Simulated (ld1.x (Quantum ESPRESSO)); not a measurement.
**What one change does to a pseudopotential (C, TM)**

ld1.x (Quantum ESPRESSO) 7.5 input, shortened:

```
&input
   title='C', zed=6., rel=0, dft='PZ', iswitch=3,
   config='[He] 2s2 2p2 3d-2'
 /
 &inputp
   pseudotype=2, tm=.true., lloc=1,
   nlcc=.false.
 /
3
2S  1  0   2.00   0.00  0.75  0.75  0.0
3D  3  2  -2.00   0.05  1.25  1.25  0.0
2P  2  1   2.00   0.00  1.55  1.55  0.0
 &test
   configts(1)='2s2 2p2'
 /
```

Change: core correction a·sin(br)/r model core inside 0.40 bohr.

Cutoffs: the cutoffs (Ry, on a coarse ladder) from which the occupation-weighted sum of valence levels, in a spherical-Bessel basis at the reference potential, stays within 10 and 1 mRy of its value at 400 Ry; they do not see the model core or the augmentation charge, which bear on the density cutoff. Errors are all-electron minus pseudo energies relative to the spin-unpolarised reference configuration.

**Question.** What does the change do?

**Answer.** The potential gets neither clearly harder nor softer (140 Ry and 260 Ry → 140 Ry and 260 Ry); of the 9 tests that both files solve, the error grows in 1 and shrinks in 7 by more than 15 % and 0.3 meV (median size 66.1 → 16.2 meV); neither file shows a bound ghost. A model core, the more so a compact one, raises the density cutoff, which this test does not measure.

```csv
quantity,base,changed
"cutoff, loose",140 Ry,140 Ry
"cutoff, tight",260 Ry,260 Ry
bound ghosts,none,none
"error for 2s2 2p1, meV [ΔE 10.99 eV]",+13,+7.1
"error for 2s2 2p0, meV [ΔE 35.25 eV]",+169,+97
"error for 2s1 2p0, meV [ΔE 83.20 eV]",+420,+210
"error for 2s2 2p2.3, meV [ΔE -1.20 eV]",+0.1,-0.1
"error for 2s1 2p2, meV [ΔE 19.47 eV]",-0.5,-4.4
"error for 2s1 2p3, meV [ΔE 8.23 eV]",+16,+8.2
"error for 2s0 2p4, meV [ΔE 16.49 eV]",+66,+34
"error for 2s2 2p2 (spin-polarised), meV [ΔE -1.13 eV]",+121,+24
"error for 2s2 2p1 (spin-polarised), meV [ΔE 10.59 eV]",+66,+16
s: phases at 1.69 bohr within 0.05 rad from the reference energy up to (Ry; the scan ends near 5),to the end of the scan,to the end of the scan
p: phases at 1.69 bohr within 0.05 rad from the reference energy up to (Ry; the scan ends near 5),4.0,4.0
d: phases at 1.69 bohr within 0.05 rad from the reference energy up to (Ry; the scan ends near 5),to the end of the scan,to the end of the scan
```
